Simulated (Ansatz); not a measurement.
Cl3GeH3Si (`Cl[Si](Cl)(Cl)[GeH3]`). Charge 0, multiplicity 1.

Cartesian coordinates in Å:
```
Cl -0.6363 -2.3709 0.9740
Si 0.3632 -0.5934 0.8510
Cl 0.0871 0.4152 2.6061
Cl 2.3565 -0.9959 0.6547
Ge -0.4204 0.6865 -0.9851
H -1.9166 0.9624 -0.7911
H 0.3590 2.0066 -1.0340
H -0.1924 -0.1106 -2.2755
```

(1) List the harmonic frequencies (cm⁻¹, unscaled) at PBE0-D4/def2-TZVP in Ansatz. (Best estimate.)

(2) Is this a minimum?

(3) Give the ideal-gas thermochemistry at 298.15 K and 1 bar (rigid rotor, harmonic oscillator; point group C3v, symmetry number 3).

## Answers

(1) Computed: 89, 92, 92, 164, 177, 177, 329, 465, 466, 544, 595, 595, 782, 874, 874, 2162, 2176, 2176.

(2) Yes, all 18 modes are real.

(3) Zero-point energy 76.7 kJ/mol; H(298) − E = 101.6 kJ/mol; entropy 389.4 J/(mol·K), of which translation 175.5, rotation 117.9, vibration 96.0; G(298) − E = -14.5 kJ/mol. Modes under 100 cm⁻¹ are hindered rotations or soft bends, so the harmonic entropy is rough.
